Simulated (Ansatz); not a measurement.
Reaction (redistribution): `[SeH][SiH]1BO1` + `[OH][Ga]([OH])[F]` → `F[SiH]1BO1` + `[OH][Ga]([OH])[SeH]`

Gas-phase electronic energies from Ansatz, PBE0-D4/def2-TZVP geometries. CBS: MP2 limit from def2 TZ/QZ plus the TZ coupled-cluster correction, frozen cores. Functionals use def2-TZVPP. B3LYP here is the variant with VWN-RPA as its local correlation; programs differ in this. For Ga, Se outer-core shells are correlated without core-valence functions, which leaves a few kJ/mol of doubt a bond. Scalar relativity is left out up to krypton. One conformer a species, not always the lowest.

`[SeH][SiH]1BO1`:

Cartesian coordinates in Å:
```
Se -1.648 0.525 -1.387
Si 0.207 0.385 -0.113
B 1.121 -1.234 0.261
O 0.184 -0.843 1.137
H -2.197 1.657 -0.627
H 0.502 1.699 0.497
H 1.830 -2.189 0.231
```

`[OH][Ga]([OH])[F]`:

Z-matrix (Å, degrees):
```
Ga
O 1 1.762
F 1 1.743 2 117.8
O 1 1.769 2 123.2 3 180.0
H 2 0.960 1 112.9 3 -180.0
H 4 0.960 1 113.2 2 -179.9
```

`F[SiH]1BO1`:

Cartesian coordinates in Å:
```
F 0.376 2.023 -0.066
Si -0.276 0.601 -0.358
B 0.568 -1.026 0.081
O -0.224 -0.441 1.010
H -1.659 0.863 -0.798
H 1.217 -2.020 0.130
```

`[OH][Ga]([OH])[SeH]`:

```xyz
7

O    -1.118    0.544    0.988
Ga   -0.004    0.037   -0.307
O    -0.469    0.495   -1.957
Se    1.962   -1.145   -0.034
H    -0.852    0.292    1.874
H    -1.296    0.983   -1.985
H     1.777   -1.205    1.422
```

```tsv
level	ΔE (kcal/mol)
PBE-D4	-19.1
B3LYP-D4	-21.6
CAM-B3LYP-D4	-22.2
B2PLYP	-21.3
BHLYP	-23.0
CCSD/def2-TZVPP	-21.4
CCSD(T)/def2-TZVPP	-20.8
CCSD/CBS(def2)	-22.5
```

What does CCSD(T)/CBS give? (An estimate is asked.)

Computed: -21.9 kcal/mol. The listed levels differ from it by 2.8, 0.3, -0.3, 0.6, -1.1, 0.5, 1.1, -0.6 kcal/mol.

Largest T1 diagnostic among the species: 0.015.

From PBE to PBE0 (25 % exact exchange), in def2-TZVPP and without D4, ΔE moves by −1.1 kcal/mol. Leaving LDA and LC-ωPBE aside and taking each functional with its dispersion term where it has one, the values, not all of them listed here, spread over 4.6 kcal/mol, from BHLYP-D4 to revPBE-D4. LDA lies −1.4 kcal/mol from PBE without D4. In def2-TZVPP, CCSD(T) changes the Hartree–Fock value by +2.7 kcal/mol (the triples alone add +0.6 kcal/mol) and MP2 by +3.0 kcal/mol.
